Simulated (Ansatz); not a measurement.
Basis-set extrapolation for C2H5NSi, SMILES `C1=NC[SiH2]1` (PBE0-D4/def2-TZVP geometry, frozen core, Ansatz). Multiplicity 1, RHF reference.

```json
{"": "HF", "def2-TZVPP": "-422.027778", "def2-QZVPP": "-422.042908"}
{"": "MP2 correlation", "def2-TZVPP": "-0.643125", "def2-QZVPP": "-0.686321"}
{"": "CCSD(T) correlation", "def2-TZVPP": "-0.709001", "def2-QZVPP": "not run"}
```

Energies in hartree. Use E(X) = E(∞) + A·exp(−7.88·√X) for Hartree–Fock and E(X) = E(∞) + B·X^(−2.97) for correlation, with X = 3 and 4, and add CCSD(T) minus MP2 of the smaller set to the MP2 limit.

**Question.** What is the CCSD(T) energy at the basis-set limit?

**Answer.** HF limit: -422.042908 + (-0.015130) × 0.13774 = -422.04499. MP2 limit: -0.686321 + (-0.043196) × 0.74074 = -0.71832. Higher-order term: -0.709001 − (-0.643125) = -0.06588. Total: -422.82919 hartree, 58.0 kcal/mol below CCSD(T)/def2-TZVPP.
